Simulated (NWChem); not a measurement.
Molecule: C$_{2}$H$_{5}$ClOSi; SMILES C=C(Cl)[SiH2]O

```xyz
10

C      1.7384    -1.0664    -0.3756
C      0.5698    -0.5283    -0.0232
Cl    -0.8812    -1.5623     0.0654
Si     0.2606     1.2747     0.4166
O     -0.8283     1.9901    -0.6155
H      1.8654    -2.1214    -0.6040
H      2.6190    -0.4321    -0.4435
H      1.5388     2.0033     0.2475
H     -0.2048     1.3196     1.8289
H     -1.7093     1.5913    -0.6563
```
Atoms are numbered in this order, from 1.

Computed with NWChem. Medium grid unless said otherwise, to which SCAN and Minnesota functionals are sensitive. The geometry was optimised at B3LYP/6-31G* (spherical d). Total energies of different functionals are on different scales.

```
level                energy (Ha)  highest occupied level (eV)  orbital gap (eV)  dipole (D)
-------------------  -----------  ---------------------------  ----------------  ----------
PBE/def2-TZVP          -903.7210                        -6.62              4.70        0.57
B3LYP/def2-TZVP        -904.2877                            ?                 ?        0.68
r2SCAN/def2-TZVP       -904.1055                        -6.86              5.12        0.63
CAM-B3LYP/def2-TZVP    -904.1982                        -9.11              9.27        0.73
BLYP/def2-TZVP         -904.1923                        -6.45              4.68        0.58
PW6B95/def2-TZVP       -905.0452                        -7.87              6.97        0.69
```

Q: Fill in the missing entries.

A: 
- B3LYP/def2-TZVP, highest occupied level (eV): -7.55
- B3LYP/def2-TZVP, orbital gap (eV): 6.38
